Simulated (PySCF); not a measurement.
Computed shifts of a molecule C3H8Si2, PySCF with PBE0/pcSseg-1, GIAO, gas phase, equivalent atoms averaged, in ppm (number of nuclei): ¹³C: 157.0 (1), 134.8 (1), 32.3 (1). ²⁹Si: -52.0 (1), -68.9 (1). ¹H: 6.25 (1), 5.93 (1), 5.01 (1), 4.81 (1), 4.56 (1), 4.32 (1), 2.74 (1), 2.62 (1). References: ¹³C against TMS (σ = 186.3 ppm); ²⁹Si against TMS (σ = 352.7 ppm); ¹H against TMS (σ = 31.56 ppm), references at their B3LYP-D3(BJ)/def2-TZVP geometries, non-relativistic. Geometry optimised at TPSSh-D3(BJ)/def2-SVP. The values are those of a single conformer.

**Question.** Identify the compound among the candidates.
A) [SiH3]C1=CC[SiH2]1
B) C1=C[SiH2][SiH2]C1
C) C=C1C[SiH2][SiH2]1
D) C[Si@@H]1C=C[SiH2]1

**Answer.** C, C=C1C[SiH2][SiH2]1
